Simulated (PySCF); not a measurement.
**Ag (silver, neutral) across methods**

[Kr] 4d10 5s1, 2S determinant. Calculation: PySCF 2.14, in aug-cc-pVDZ-PP with ECP28MDF (5s5p4d2f, 54 functions); a scalar-relativistic core potential. The B2PLYP total includes its PT2 part (frozen core); its orbital energies are those of the SCF part.

```csv
method,E (hartree),mean ε 4d α (eV),mean ε 4d β (eV),mean ε 5s α (eV),Σ⟨r²⟩ (bohr²),⟨S²⟩
M06-L,-147.0125,-7.387,-7.207,-4.502,44.81,0.751
PBE0,-146.9072,-9.190,-9.009,-5.389,45.41,0.751
LDA,-146.6503,-7.631,-7.438,-5.097,45.49,0.751
B2PLYP,-146.7313,-10.900,-10.766,-5.827,45.67,0.751
r2SCANh,-146.9433,-8.299,-8.095,-5.285,45.09,0.753
PBE,-146.9261,-7.411,-7.199,-4.825,45.63,0.751
UHF,-146.05452,-13.856,-13.786,-6.496,46.38,0.752
TPSSh,-146.8548,-8.066,-7.853,-4.974,45.45,0.752
```

Q: Estimate the same row for r2SCAN.

A: E (hartree) = -146.9591; mean ε 4d α (eV) = -7.603; mean ε 4d β (eV) = -7.378; mean ε 5s α (eV) = -5.060; Σ⟨r²⟩ (bohr²) = 45.11; ⟨S²⟩ = 0.753.

Energies and moments cover only the electrons outside the core potential.
